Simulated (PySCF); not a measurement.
# Reading the logs of faulty runs: BH4OSi anion

Calculated results; nothing here was measured. The program is PySCF 2.14.0, an open-source quantum chemistry code, run on an isolated molecule that a program drew, which may never have been made. The molecule is BH4OSi anion (charge -1, singlet), drawn as the SMILES string `B[SiH2][O-]`.

Each row is a Hartree-Fock (HF) and frozen-core CCSD(T) single point in the aug-cc-pV(D+d)Z basis, meant for a local HF minimum. Run 1 is clean. Each other run has one planted mistake out of seven kinds, and not every kind appears here: one electron removed, one electron added, multiplicity raised by two, geometry at a saddle point, minimal basis STO-3G, one bond length entered in bohr, all coordinates scaled. The reference is restricted for singlets and unrestricted otherwise, and also for a bond in bohr. Adding or removing an electron swaps singlet and doublet. Electrons count all cores. HOMO and LUMO are orbital energies over both spins, the gradient is its largest component, and the lowest frequency (negative if imaginary) is given only where the gradient is small. Bond lengths are over the 6 bonds as drawn. T1 is the CCSD diagnostic: over 0.02 (restricted) or 0.045 (unrestricted) a single reference is doubtful.

Geometry of the clean run:
```xyz
7
BH4OSi anion, angstrom
B    -1.4375   -3.3351    0.1309
Si   -1.4788   -1.8705    1.5797
O    -0.1010   -1.1289    1.6144
H    -1.7167   -3.1285   -1.0330
H    -1.0321   -4.4617    0.3351
H    -1.9195   -2.5564    2.8712
H    -2.7096   -1.0138    1.2899
```

| run | electrons | basis functions | <S^2> | HOMO (eV) | LUMO (eV) | gradient (hartree/bohr) | lowest frequency (cm^-1) | mean bond (Å) | longest bond (Å) | T1 | HF (hartree) | CCSD(T) (hartree) | mistake |
|---|---|---|---|---|---|---|---|---|---|---|---|---|---|
| 1 | 32 | 114 | 0.000 | -4.36 | 3.64 | 2.8e-05 | 118 | 1.5183 | 2.061 | 0.0220 | -390.81726 | -391.27973 | no fault |
| 2 | 32 | 114 | 0.546 | -4.38 | 3.70 | 2.6e-02 | - | 1.6984 | 2.295 | 0.0665 | -390.70821 | -391.17616 | one bond length entered in bohr |
| 3 | 32 | 114 | 2.039 | -1.19 | 3.87 | 8.9e-02 | - | 1.5183 | 2.061 | 0.0637 | -390.76140 | -391.20924 | multiplicity raised by two |
| 4 | 32 | 114 | 0.000 | -4.41 | 3.64 | 5.0e-02 | - | 1.5866 | 2.153 | 0.0229 | -390.80611 | -391.27520 | ? |

**Which mistake was planted in run 4, and what did it cost?**

The mean and the longest bond both change by the same factor, 1.045, and the gradient is no longer small. So the mistake is: all coordinates scaled. Subtracting run 1 and multiplying by 627.51 kcal/mol a hartree, the energy moved by 7.0 kcal/mol in HF and 2.8 kcal/mol in CCSD(T).

Cautions from the logs. Run 1: T1 is over the limit, so its CCSD(T) energy is less reliable; run 2: T1 is over the limit, so its CCSD(T) energy is less reliable; run 3: T1 is over the limit, so its CCSD(T) energy is less reliable; run 4: T1 is over the limit, so its CCSD(T) energy is less reliable.
